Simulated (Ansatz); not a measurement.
CH2Cl2GeO, 7 atoms. Total charge 0; spin multiplicity 1. Correlated methods include outer-core shells of Ge, which these sets cover unevenly. Scalar relativity is left out up to krypton. The bonds changed during the relaxation, so this is another structure than the one it started from. All runs use 4 threads of an Intel Xeon on a shared host. Correlated methods freeze the cores.

How many basis functions does each run have, and how long does it take in Ansatz? RHF-MP2/def2-QZVPP energy; RHF-CCSD(T)/def2-TZVPP energy; direct RPA on PBE orbitals/def2-TZVPP energy; RKS B97M-V/def2-TZVPP energy; RKS PBE0-D4/def2-SVP energy; RKS BLYP-D4/def2-TZVPP energy; RKS PBE0-D4/def2-QZVPP energy; RHF-CCSD(T)/def2-SVP energy; RKS PBE0-D4/def2-TZVP frequencies; RKS ωB97M-V/def2-QZVPP energy; RKS SPW92 (LDA)/def2-TZVPP energy; RKS PBE0-D4/def2-TZVP relaxation (8 steps). (Best estimate.)

The calculation gave: Other jobs shared the machine, so times are rough.

| level | job | functions | wall time | peak host memory (GiB) |
| --- | --- | --- | --- | --- |
| RKS PBE0-D4/def2-SVP | energy | 106 | 1 s | 0.25 |
| RKS SPW92 (LDA)/def2-TZVPP | energy | 222 | 1.1 s | 0.31 |
| RKS BLYP-D4/def2-TZVPP | energy | 222 | 1.6 s | 0.31 |
| direct RPA on PBE orbitals/def2-TZVPP | energy | 222 | 3.3 s | 0.49 |
| RHF-CCSD(T)/def2-SVP | energy | 106 | 4 s | 0.45 |
| RKS B97M-V/def2-TZVPP | energy | 222 | 5.5 s | 0.4 |
| RKS PBE0-D4/def2-QZVPP | energy | 403 | 6.5 s | 1.7 |
| RKS ωB97M-V/def2-QZVPP | energy | 403 | 13 s | 1.9 |
| RHF-MP2/def2-QZVPP | energy | 403 | 14 s | 2 |
| RKS PBE0-D4/def2-TZVP | relaxation (8 steps) | 196 | 26 s | 0.65 |
| RHF-CCSD(T)/def2-TZVPP | energy | 222 | 71 s | 3.5 |
| RKS PBE0-D4/def2-TZVP | frequencies | 196 | 89 s | 0.65 |
